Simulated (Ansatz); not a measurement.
Consider the substitution at a C–O bond: `COCC(F)(F)F` + `[OH][Hf]([Cl])([Cl])[Cl]` → `FC(F)(F)C[O][Hf]([Cl])([Cl])[Cl]` + CH₃OH.

Gas-phase electronic energies from Ansatz, PBE0-D4/def2-TZVP geometries. CBS: MP2 limit from def2 TZ/QZ plus the TZ coupled-cluster correction, frozen cores. This one scheme is used for every species. DFT in def2-TZVPP. Elements past krypton have def2 core potentials. For Hf outer-core shells are correlated without core-valence functions, which leaves a few kJ/mol of doubt a bond. Each species was taken in one conformer, which may not be the lowest.

Is it downhill or uphill in electronic energy at CCSD(T)/CBS, and by how much? (Best estimate.)

Computed: Uphill: ΔE = +4.5 kJ/mol.

What do these levels give: LDA (SPW92), B97M-V, r2SCANh-D4, revPBE, BLYP, RPA@PBE/def2-TZVPP? (Best estimate.)

Computed: LDA (SPW92) 11.1, B97M-V 5.9, r2SCANh-D4 6.0, revPBE 3.6, BLYP 5.7, RPA@PBE/def2-TZVPP -0.2 kJ/mol.

Largest T1 diagnostic among the species: 0.014.

At CCSD(T), def2-SVP lies −5.3 kJ/mol from the extrapolated value and def2-TZVPP −2.6 kJ/mol. Leaving LDA and LC-ωPBE aside and taking each functional with its dispersion term where it has one, the values, not all of them listed here, spread over 4.8 kJ/mol, from revPBE-D4 to ωB97M-V. LDA lies +4.9 kJ/mol from PBE without D4.
